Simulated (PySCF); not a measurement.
SMILES [Sn]([CH]=C)([Br])([CH]=C)[Br], CAM-B3LYP/def2-SVP optimised geometry.

```
13

C     -1.81    -3.07    -1.33
C     -1.10    -1.97    -1.56
Sn    -0.41    -0.70     0.00
Br     2.09    -0.70     0.00
Br    -1.18    -1.76     2.13
C     -0.99     1.34     0.00
C     -0.11     2.34    -0.03
H     -2.09    -3.38    -0.32
H     -2.16    -3.70    -2.16
H     -0.83    -1.69    -2.58
H     -2.07     1.55     0.03
H      0.97     2.16    -0.05
H     -0.44     3.38    -0.03
```

Density from PySCF with CAM-B3LYP/def2-TZVP, def2 effective core potentials past Kr at that geometry. The core electrons that the potentials of Sn replace are not part of the density.

Minimum of the electron density along straight lines between bonded atoms, close to the bond critical point (lines longer than 1.1 times the sum of covalent radii, or with two minima, are not listed):

| bond | length / Å | ρ at the minimum / e bohr⁻³ | ∇²ρ there / e bohr⁻⁵ | position (fraction from the first atom) |
|---|---|---|---|---|
| C1–C2 | 1.331 | 0.353 | -1.08 | 0.50 |
| C2–Sn3 | 2.124 | 0.112 | 0.11 | 0.49 |
| Sn3–Br4 | 2.502 | 0.075 | 0.10 | 0.47 |
| Sn3–Br5 | 2.502 | 0.075 | 0.10 | 0.47 |
| Sn3–C6 | 2.124 | 0.112 | 0.11 | 0.51 |
| C6–C7 | 1.331 | 0.353 | -1.08 | 0.50 |
| C1–H8 | 1.095 | 0.281 | -1.00 | 0.65 |
| C1–H9 | 1.096 | 0.279 | -0.98 | 0.65 |
| C2–H10 | 1.096 | 0.277 | -0.96 | 0.65 |
| C6–H11 | 1.096 | 0.277 | -0.96 | 0.65 |
| C7–H12 | 1.095 | 0.281 | -1.00 | 0.65 |
| C7–H13 | 1.096 | 0.279 | -0.98 | 0.65 |
